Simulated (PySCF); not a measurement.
Computed IR spectrum (relative IR intensity) of a molecule CH₁₀FNSi₃. The structure is a stationary point at PBE0-D3(BJ)/def2-SVP. Other conformers were not sampled. Level of theory: PBE0-D3(BJ)/def2-SVP (PySCF). Frequencies are harmonic and unscaled.

Lines under 2 % of the strongest are left out, and lines within 2 cm⁻¹ are merged.

```
ν (cm⁻¹)  relative intensity
--------  ------------------
207                      4.1
260                       11
421                      100
443                       19
502                      8.0
593                       16
661                       45
694                       41
724                       28
742                       19
794                       16
834                       80
845                       46
850                       90
882                       37
886                       21
919                       79
936                       35
941                       57
1263                     8.0
1431                     6.1
1549                      19
2132                      71
2198                      61
2211                      41
2221                      56
2234                      73
3594                      17
3692                      19
```

### Question
Which molecule gave these data?
A. NC([SiH3])([SiH3])[SiH2]F
B. NC[Si@@H]([SiH3])[SiH2]F
C. C[SiH2][Si@@H](N)[SiH2]F
D. F[SiH2]NC([SiH3])[SiH3]

### Answer
C, C[SiH2][Si@@H](N)[SiH2]F
